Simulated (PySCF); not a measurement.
W(NH)2(F)(OSiH3) (FH₅N₂OSiW), SMILES [NH]=[W](=[NH])([O][SiH3])[F], multiplicity 1.

Coordinates come from a PBE0-D3(BJ)/def2-SVP optimisation. The multiplicity is an assumed one; other spin states were not compared. The def2 effective core potentials stand for the cores of W; spin–orbit coupling is left out. Other conformers were not sampled.

Two levels are set side by side: PBE/def2-TZVP (PySCF) and r2SCAN/def2-TZVP (PySCF). Same geometry, gas phase. Differences are taken from unrounded values.

| quantity | r2SCAN |
|---|---|
| orbital gap (eV) | 4.87 |
| highest occupied level (eV) | -6.75 |
| lowest empty level (eV) | -1.87 |
| dipole moment (D) | 2.34 |
| mean polarisability (bohr³) | 82.3 |

Q: What does PBE give, and how far is it from r2SCAN? (The exact figures need the calculation; the answer reports its results.)

A: 
| quantity | PBE | PBE minus r2SCAN |
|---|---|---|
| orbital gap (eV) | 4.47 | -0.40 |
| highest occupied level (eV) | -6.45 | 0.30 |
| lowest empty level (eV) | -1.97 | -0.10 |
| dipole moment (D) | 2.31 | -0.03 |
| mean polarisability (bohr³) | 84.9 | 2.5 |

Rough cost on one machine, each run with all the roots and properties that it gave: r2SCAN against PBE about 3 times.
